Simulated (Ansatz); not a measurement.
`CB(C)S` + `O[SiH2][SiH](O)F` → `CO[SiH2][SiH](O)F` + `CBS`  (substitution at a C–B bond)

Calculated with Ansatz (gas phase, PBE0-D4/def2-TZVP geometries, no zero-point term in ΔE). CCSD(T)/CBS adds triple-zeta CCSD(T) − MP2 to the extrapolated MP2 energy (def2 sets, frozen cores). Functionals use def2-TZVPP. B3LYP here is the variant with VWN-RPA as its local correlation; programs differ in this. Each species was taken in one conformer, which may not be the lowest.

```csv
level,ΔE (kcal/mol)
PBE0-D4,24.5
B3LYP-D4,22.7
ωB97M-V,24.3
B2PLYP,23.0
HF/def2-TZVPP,19.4
CCSD/def2-TZVPP,23.3
HF/def2-QZVPP,19.2
MP2/CBS(def2),26.2
```

What does CCSD(T)/CBS give? (An estimate is asked.)

Computed: +24.6 kcal/mol. The listed levels differ from it by -0.1, -1.9, -0.3, -1.6, -5.2, -1.3, -5.4, 1.6 kcal/mol.

Largest T1 diagnostic among the species: 0.013.

The D4 term adds +0.8 kcal/mol with B3LYP and +0.4 kcal/mol with PBE0; it sums over pairs of atoms, weighted by their polarisabilities, and B3LYP, whose exchange is more repulsive, gets the larger term. In def2-TZVPP, CCSD(T) changes the Hartree–Fock value by +4.4 kcal/mol (the triples alone add +0.4 kcal/mol) and MP2 by +6.0 kcal/mol.
